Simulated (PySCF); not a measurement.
**Simulated characterisation data**

All values are calculated (PySCF 2.14.0 with density-fitted response routines): structure optimised with GFN2-xTB, σ from GIAO-PBE0/pcSseg-1. One computed conformer, no solvent model, one averaged value for each set of equivalent atoms, relativity neglected.

References, each an isolated molecule treated in the same way: $^{1}$H (σref 31.72), $^{13}$C (σref 186.93) vs TMS. Where no couplings were computed, multiplicities follow the n + 1 count of equivalent neighbours, and m marks all less simple cases (inequivalent or close neighbours, rings, F or P nearby). Shifts are as computed. Against solution values, carbons near 30 ppm lie about +3 ppm off and those near 130 ppm about +5 ppm. Of 1211 compounds with measured shifts, 218 miss one by over three times the rms of a fit or turn the order of signals round; such compounds aren't used in these exercises.

Compound 1 (C$_{3}$H$_{11}$NO$_{2}$Si$_{3}$). $^{1}$H NMR (400 MHz, computed): δ 5.33 (s, 2H), 4.82 (s, 6H), 2.28 (s, 3H). $^{13}$C{$^{1}$H} NMR (computed): δ 243.6, 204.7, 23.1. Structure: SMILES O=C(C)C(=O)[SiH2]N([SiH3])[SiH3].

Compound 2 (C$_{6}$H$_{4}$N$_{2}$). $^{1}$H NMR (400 MHz, computed): δ 9.08 (d, 1H), 8.08 (m, 1H), 7.92 (m, 1H), 7.56 (m, 1H). $^{13}$C{$^{1}$H} NMR (computed): δ 156.2, 142.5, 140.0, 137.0, 130.8, 123.0. Structure: `N#CC1=CC=CC=N1`.
